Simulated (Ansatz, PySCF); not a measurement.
Si(Cl)(OH)2(NH2) (ClH4NO2Si), SMILES [Si](O)(Cl)(O)N.

Geometry: PBE0-D3(BJ)/def2-SVP. This is a generated structure with no PubChem entry under its InChIKey; it may be hypothetical. One conformer was computed; it need not be the lowest.

Vertical ionisation energy (IE) and electron affinity (EA) in eV. Rows of orbital energies are one-electron estimates. Where ΔSCF, EOM or ADC give a negative EA the extra electron is unbound and the value depends on the basis.

| level | IE | EA |
|---|---|---|
| −ε(HOMO), −ε(LUMO), r2SCAN/def2-TZVP (PySCF) | 6.87 | -0.31 |
| −ε(HOMO), −ε(LUMO), PBE/def2-TZVP (PySCF) | 6.53 | 0.38 |
| ΔSCF, PBE0/def2-SVPD (Ansatz), final states of multiplicity 2 and 2 | 10.42 | -0.99 |
| ΔSCF, PBE/def2-SVPD (Ansatz), final states of multiplicity 2 and 2 | 9.91 | -0.77 |

Q: What vertical singlet–triplet gap does ΔSCF give with PBE0/def2-SVPD (Ansatz, a quantum-chemistry and plane-wave program) and with PBE/def2-SVPD (Ansatz)? (An estimate is asked for; the answer gives what the named calculation found.)

A: 6.63 and 6.13 eV (triplet above singlet where positive).
